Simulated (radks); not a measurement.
Results of a calculation; reference values are marked as such.
Q: The antimony anion Sb3-, [Xe], held by a Watson sphere: a shell of charge +3 at radius R that stands for the Madelung well of a crystal (potential energy -3/R inside, -3/r outside, in hartree with lengths in bohr). Code: a radial shooting solver on a logarithmic mesh with Libxc functionals. Model: scalar-relativistic Kohn-Sham, PBE, spin-polarised, spherical densities, point nucleus. Response by self-consistent Sternheimer equations with the Hartree and adiabatic LDA kernel, the relativistic mass of each level held fixed and spin-orbit coupling left out. The sphere does not respond.

| R (bohr) | e(4d) (eV) | e(5s) (eV) | e(5p) (eV) | <r> 5p (bohr) | sum of <r^2> (bohr^2) | X-ray form factor at sin(theta)/lambda = 0.1 1/angstrom | alpha (bohr^3) |
|---|---|---|---|---|---|---|---|
| 2.76 | -32.483 | -14.251 | -6.717 | 2.858 | 89.30 | 48.727 | 56.15 |
| 2.83 | -32.323 | -14.052 | -6.607 | 2.886 | 90.55 | 48.680 | 58.53 |
| 3.22 | -31.656 | -13.050 | -5.989 | 3.042 | 97.69 | 48.428 | 74.19 |
| 3.78 | -31.063 | -11.901 | -5.144 | 3.263 | 108.4 | 48.109 | 105.0 |
| 3.85 | -31.005 | -11.779 | -5.045 | 3.290 | 109.7 | 48.074 | 109.7 |
| 4.34 | -30.658 | -11.044 | -4.402 | 3.476 | 119.5 | 47.846 | 148.4 |

Estimate the row for R = 5.07 bohr.

A: e(4d) (eV) -30.272; e(5s) (eV) -10.262; e(5p) (eV) -3.615; <r> 5p (bohr) 3.745; sum of <r^2> (bohr^2) 134.9; X-ray form factor at sin(theta)/lambda = 0.1 1/angstrom 47.582; alpha (bohr^3) 230.1.
